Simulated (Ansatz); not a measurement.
`BC1OC1=C` + `[CH2]1[NH][AlH]1` → `B[N]1[CH2][AlH]1` + `C=C1CO1` at 298.15 K and 1 bar (ligand exchange at a B–C bond).

Calculated with Ansatz (gas phase, PBE0-D4/def2-TZVP geometries, no zero-point term in ΔE). CBS: MP2 limit from def2 TZ/QZ plus the TZ coupled-cluster correction, frozen cores.

| species | CCSD(T)/CBS energy (Eh) | H − E (kJ/mol) | S (J/(mol·K)) |
| --- | --- | --- | --- |
| `BC1OC1=C` | -217.02601 | 206.6 | 301.8 |
| `[CH2]1[NH][AlH]1` | -337.12157 | 139.0 | 270.1 |
| `B[N]1[CH2][AlH]1` | -362.54602 | 173.0 | 302.8 |
| `C=C1CO1` | -191.64805 | 175.5 | 269.5 |

H − E and S are ideal-gas, rigid-rotor, harmonic terms from PBE0-D4/def2-TZVP, for one conformer and one mirror image of each species. 1 Eh = 2625.50 kJ/mol, R = 8.31446 J/(mol·K).

Question: By hand: ΔE, ΔH, ΔS and ΔG.

Answer: ΔE = (-362.54602) + (-191.64805) − (-217.02601) − (-337.12157) = -0.04649 Eh = -122.1 kJ/mol. Δ(H − E) = 173.0 + 175.5 − 206.6 − 139.0 = 2.9, so ΔH = -119.2 kJ/mol. ΔS = 302.8 + 269.5 − 301.8 − 270.1 = 0.4 J/(mol·K). ΔG = -119.2 − 298.15 × (0.4)/1000 = -119.3 kJ/mol.

Question: By hand: the equilibrium constant, and the temperature at which ΔG would vanish if ΔH and ΔS stayed fixed.

Answer: log₁₀ K = −ΔG/(RT ln 10) = 20.9. ΔH and −TΔS have one sign here, so there is no such temperature. One of them is within its doubt of zero, so this could turn.

The number of gas molecules stays the same, so ΔS is small and ΔH decides. A doubt of 5 kJ/mol in ΔE shifts log₁₀ K by 0.9 here. Other conformers and mirror images would add mixing entropy, several J/(mol·K) or more a flexible species. These are equilibria of isolated gas molecules and say nothing of rates. Largest T1 diagnostic: 0.015 (customary marks: 0.02 for closed shells, 0.045 for open ones).
